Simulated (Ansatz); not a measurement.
Reaction (formal exchange of groups at the Se–C bond): `[CH3][AlH][C](=N)[SeH]` + `[SiH3]Br` → `[SeH][SiH2]Br` + `[CH3][AlH][CH]=N`

Isolated molecules relaxed with PBE0-D4/def2-TZVP in Ansatz; ΔE leaves out vibrations. CBS: MP2 limit from def2 TZ/QZ plus the TZ coupled-cluster correction, frozen cores. Functionals use def2-TZVPP. For Br, Se outer-core shells are correlated without core-valence functions, which leaves a few kJ/mol of doubt a bond. Scalar relativity is left out up to krypton. Each species was taken in one conformer, which may not be the lowest.

`[CH3][AlH][C](=N)[SeH]`:

Cartesian coordinates in Å:
```
C -1.326 -1.357 -0.122
Al -0.103 -0.146 -1.036
C 1.016 1.084 0.047
N 1.699 1.950 -0.575
Se 1.037 0.948 1.994
H -1.982 -0.822 0.572
H -0.776 -2.095 0.474
H -1.958 -1.909 -0.821
H 0.064 -0.076 -2.607
H 2.259 2.576 0.011
H 0.070 -0.154 2.062
```

`[SiH3]Br`:

Cartesian coordinates in Å:
```
Si 0.000 0.054 -0.154
Br -0.006 -0.674 1.942
H 1.331 -0.223 -0.741
H -0.270 1.509 -0.145
H -1.056 -0.666 -0.902
```

`[SeH][SiH2]Br`:

```xyz
6

Se   -0.561    1.601   -0.668
Si   -0.199   -0.408    0.307
Br    1.698   -0.502    1.458
H     0.517    1.396   -1.643
H    -0.132   -1.486   -0.703
H    -1.323   -0.601    1.249
```

`[CH3][AlH][CH]=N`:

Cartesian coordinates in Å:
```
C 0.077 -0.313 1.726
Al -0.543 0.756 0.227
C -0.018 0.221 -1.611
N 0.701 -0.833 -1.684
H 0.684 0.286 2.415
H 0.679 -1.157 1.383
H -0.762 -0.700 2.312
H -1.459 2.046 0.409
H -0.304 0.763 -2.529
H 0.945 -1.069 -2.651
```

CCSD(T)/CBS gives -67.3 kJ/mol.

(1) Another level gave -55.9 kJ/mol. Which?
A. ωB97M-V/def2-TZVPP
B. SCS-MP2/def2-TZVPP
C. HF/def2-TZVPP
D. r2SCAN-D4/def2-TZVPP

Largest T1 diagnostic among the species: 0.012.

Results:

(1) D. r2SCAN-D4 -55.9, SCS-MP2/def2-TZVPP -62.5, ωB97M-V -69.1, HF/def2-TZVPP -79.2 kJ/mol.

In def2-TZVPP, CCSD(T) changes the Hartree–Fock value by +17.1 kJ/mol (the triples alone add +4.8 kJ/mol) and MP2 by +17.6 kJ/mol. From PBE to PBE0 (25 % exact exchange), in def2-TZVPP and without D4, ΔE moves by −10.0 kJ/mol.
